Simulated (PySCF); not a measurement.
**Assignment exercise: C₈H₇FO₂**

Atom-mapped SMILES (the numbers label the heavy atoms): `[CH3:1][O:2][c:3]1[cH:4][cH:5][cH:6][c:7]([C:8](=[O:9])[F:10])[cH:11]1`; H(Xn) means a hydrogen on atom n.

All values are calculated (PySCF 2.14.0 with density-fitted response routines): shielding tensors at PBE0/pcSseg-1 (GIAO), GFN2-xTB structure. Fast rotation and ring inversion assumed for equivalent nuclei, one conformer, isolated molecule, no relativistic terms.

δ = σ(ref) − σ, references computed at the same level: ¹³C (186.93 ppm), ¹H (31.72 ppm) against TMS.

Q: Assign these signals to the numbered atoms. ¹³C{¹H} NMR (computed): δ 167.0 (C), 166.4 (C), 135.2 (CH), 131.9 (CH), 130.6 (C), 130.4 (CH), 117.9 (CH), 56.3 (CH3).

A: 
| δ (ppm) | atoms | environment | reason |
| --- | --- | --- | --- |
| 167.0 | C3 | aromatic carbon bearing oxygen | the electronegative substituent deshields the carbon that carries it |
| 166.4 | C8 | carbonyl carbon | – |
| 135.2 | C5 | aromatic CH | the aromatic region |
| 131.9 | C4 | aromatic CH | – |
| 130.6 | C7 | substituted aromatic carbon | – |
| 130.4 | C6 | aromatic CH | the aromatic region |
| 117.9 | C11 | aromatic CH | – |
| 56.3 | C1 | methyl carbon bonded to O | pulled downfield by the heteroatom |

C3 and C8; C4 and C7; C7 and C6 lie closer than the usual error of such a calculation, so a measured spectrum could show them in the other order.

Q: Assign these signals to the numbered atoms. ¹H NMR (300 MHz, computed): δ 8.01 (m, 1H), 7.73 (m, 1H), 7.71 (m, 1H), 7.56 (m, 1H), 4.03 (s, 3H).

A: 
```tsv
δ (ppm)	atoms	environment	reason
8.01	H(C6)	hydrogen on an aromatic CH	ring current plus the deshielding of an ortho carbonyl group
7.73	H(C5)	hydrogen on an aromatic CH	–
7.71	H(C11)	hydrogen on an aromatic CH	–
7.56	H(C4)	hydrogen on an aromatic CH	–
4.03	H(C1)	hydrogen on a methyl carbon bonded to O	its carbon carries O, which withdraws density
```

H(C5) and H(C11) lie closer than the usual error of such a calculation, so a measured spectrum could show them in the other order.

Splittings by ¹⁹F in the carbon and heteronuclear signals aren't shown, as no couplings were computed. Shifts are as computed. Against solution values, carbons near 30 ppm lie about +3 ppm off and those near 130 ppm about +5 ppm. Of 1211 compounds with measured shifts, 218 miss one by over three times the rms of a fit or turn the order of signals round; such compounds aren't used in these exercises. Multiplicities follow the n + 1 count of equivalent neighbours, as no J values were calculated; m marks all less simple cases, F and P coupling included.
